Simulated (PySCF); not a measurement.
## Dipole response of Bi⁺ (bismuth, charge +1)

[Xe] 4f14 5d10 6s2 6p2, high-spin 3P determinant. Calculation: PySCF 2.14, in aug-cc-pwCVTZ-DK3 (11s10p8d5f1g, 125 functions); the spin-free X2C one-electron Hamiltonian (Gaussian nucleus). Coupled (time-dependent) response in atomic units; α is the mean over directions.

| method | mean α (bohr³) | α xx, yy, zz | C₆ (like pair) | S(−4) |
| --- | --- | --- | --- | --- |
| M06-L | 28.46 | 23.84, 30.77, 30.77 | 270.4 | 207.0 |

S(−4) is the Cauchy moment in α(ω) = α(0) + S(−4) ω² + …

Spin-orbit coupling is absent.

α(iu) at M06-L:

```csv
u (hartree),α(iu) (bohr³)
0,28.46
0.0500,27.95
0.100,26.57
0.200,22.43
0.300,18.20
0.500,12.10
0.750,8.013
1.00,5.837
1.50,3.669
2.00,2.594
3.00,1.524
5.00,0.7096
```

A single London oscillator, α(iu) = α/(1 + u²/ω²), gives C₆ = (3/4) ω α². Matching the computed C₆ needs ω = 4 × 270.4 / (3 × 28.46²) = 0.445 hartree.

For an ion, C₆ is the dispersion term alone; charge-induced terms of lower order in 1/R come first.

The components differ because the open shell of this determinant is not spherical; for a pure term their mean is the scalar polarisability.

Spin-orbit coupling is strong in this species (close to jj coupling), so the high-spin LS determinant is a model state, not a physical level.
